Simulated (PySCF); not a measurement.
Structure elucidation problem

An unknown has the formula C8H14Si. Its calculated NMR data are:

1H NMR (400 MHz, computed): δ 6.32 (t, 1H), 4.22 (s, 3H), 3.04 (d, 2H), 2.48 (m, 2H), 1.48 (m, 2H), 1.45 (t, 1H), 0.91 (t, 3H).

13C{1H} NMR (computed): δ 158.4, 136.6, 87.5, 75.2, 36.3, 25.3, 22.2, 14.6.

PySCF 2.14.0 with density-fitted response routines calculation with geometry from GFN2-xTB and GIAO PBE0/pcSseg-1 shieldings; one computed conformer, relativity neglected, no solvent, rapidly exchanging positions averaged.

δ = σ(ref) − σ, references computed at the same level: 1H and 13C vs TMS.

Question: Which of these isomers gave the spectra?
A. C#CC/C([SiH3])=C\CCC
B. CC1=C[C@@H]1[C@@]1(C)CC[SiH2]1
C. C=C[SiH2]C1=C(CC)CC1

Answer: A. 

- Rings plus π bonds: 3 (no ring in the answer).
- 8 carbon signals for 8 carbons: no two carbons are equivalent.
- Carbon types of the structure: 2 × C, 2 × CH, 3 × CH2, 1 × CH3, leaving 3 H on heteroatoms.
- δC 158.4: alkene CH; an sp2 carbon of a C=C bond.
- δC 136.6: fully substituted alkene carbon; an sp2 carbon of a C=C bond.
- δC 87.5: alkyne carbon; the triple bond shields along its axis, which puts it between sp3 and sp2 carbons.
- δC 75.2: terminal alkyne carbon; the triple bond shields along its axis, which puts it between sp3 and sp2 carbons.
- δC 36.3, 22.2: allylic sp3 CH2; saturated and bonded to C and H only.

The others: CC1=C[C@@H]1[C@@]1(C)CC[SiH2]1 would give 10 signals for carbon-bound and other non-exchanging H, not 7; C=C[SiH2]C1=C(CC)CC1 would give 8 signals for carbon-bound and other non-exchanging H, not 7.

Shifts are as computed. Against solution values, carbons near 30 ppm lie about +3 ppm off and those near 130 ppm about +5 ppm. Of 1211 compounds with measured shifts, 218 miss one by over three times the rms of a fit or turn the order of signals round; such compounds aren't used in these exercises. No couplings were computed; multiplicities are counted from neighbouring protons, with m where these are inequivalent, close in shift, in a saturated or five-membered ring or joined by F or P, and br s for small geminal =CH2 splittings.
